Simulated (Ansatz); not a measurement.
Basis-set extrapolation for C$_{2}$H$_{8}$OSi$_{2}$, SMILES `C=C([SiH3])[SiH2]O` (PBE0-D4/def2-TZVP geometry, frozen core, the Gaussian-basis code of Ansatz). Multiplicity 1, RHF reference.

```csv
,def2-TZVPP,def2-QZVPP
HF,-733.238053,-733.263619
MP2 correlation,-0.814239,-0.873110
CCSD(T) correlation,-0.903337,not run
```

Energies in hartree. Use E(X) = E(∞) + A·exp(−7.88·√X) for Hartree–Fock and E(X) = E(∞) + B·X^(−2.97) for correlation, with X = 3 and 4, and add CCSD(T) minus MP2 of the smaller set to the MP2 limit.

Question: What is the CCSD(T) energy at the basis-set limit?

Answer: HF limit: -733.263619 + (-0.025566) × 0.13774 = -733.26714. MP2 limit: -0.873110 + (-0.058871) × 0.74074 = -0.91672. Higher-order term: -0.903337 − (-0.814239) = -0.08910. Total: -734.27296 hartree, 3.58 eV below CCSD(T)/def2-TZVPP.
